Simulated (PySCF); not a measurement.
From one molecule to another.

First species: C₅H₈F₃P.
InChI=1S/C5H8F3P/c1-4(2)3-9-5(6,7)8/h3-4H,1-2H3

Second species: C7H14N2.
Numbering: `[CH2:1]=[CH:2]/[C:3]([CH2:4][CH2:5][CH2:6][CH3:7])=[N:8]\[NH2:9]` (hydrogens: H10, H11 on C1; H12 on C2; H13, H14 on C4; H15, H16 on C5; H17, H18 on C6; H19, H20, H21 on C7; H22, H23 on N9)

Structure used (GFN2-xTB), in Å, numbered top down from 1:
```
atom  x, y, z in Å
C1    -2.8699   -1.2879    1.3254
C2    -2.7033   -0.2420    0.5210
C3    -1.4258    0.2654    0.0366
C4    -0.1737   -0.4765    0.4295
C5     1.0940    0.1264   -0.1662
C6     2.3469   -0.6009    0.3142
C7     3.6116   -0.0033   -0.2903
N8    -1.2602    1.2965   -0.7035
N9    -2.2417    2.1298   -1.0834
H10   -2.0448   -1.8634    1.7062
H11   -3.8512   -1.6031    1.6385
H12   -3.5872    0.2930    0.1929
H13   -0.0983   -0.4711    1.5209
H14   -0.2682   -1.5198    0.1140
H15    1.1481    1.1794    0.1107
H16    1.0348    0.0792   -1.2541
H17    2.2797   -1.6580    0.0443
H18    2.4049   -0.5416    1.4038
H19    4.4941   -0.5372    0.0556
H20    3.5776   -0.0619   -1.3759
H21    3.7103    1.0428   -0.0087
H22   -1.9749    2.6675   -1.8947
H23   -3.2077    1.8137   -1.0808
```

Levels: PBE0/pcSseg-1 for HOMO energy, LUMO energy and HOMO–LUMO gap. Geometries: GFN2-xTB. Each structure is a single optimised conformer of the isolated species, non-relativistic unless stated. Electronic properties by PySCF.

Dipoles, sizes and rotational constants follow the conformer. The torsions of the flexible species, by atom-mapped SMILES:
- `[CH3:1][CH:2]([CH3:3])/[CH:4]=[P:5]\[C:6]([F:7])([F:8])[F:9]`: C1–C2–C4–P5 -103°, C4–P5–C6–F7 177°

The conformers of `C=C/C(CCCC)=N\N` aren't listed.

Values for the first species:

- HOMO energy: -7.80 eV
- LUMO energy: -2.07 eV
- HOMO–LUMO gap: 5.73 eV

(1) Estimate the same properties for the second species, and the change in each.

Answers

(1) 
```tsv
property	first	second	second less first
HOMO energy	-7.80 eV	-6.13 eV	+1.67 eV
LUMO energy	-2.07 eV	-0.85 eV	+1.22 eV
HOMO–LUMO gap	5.73 eV	5.28 eV	-0.45 eV
```

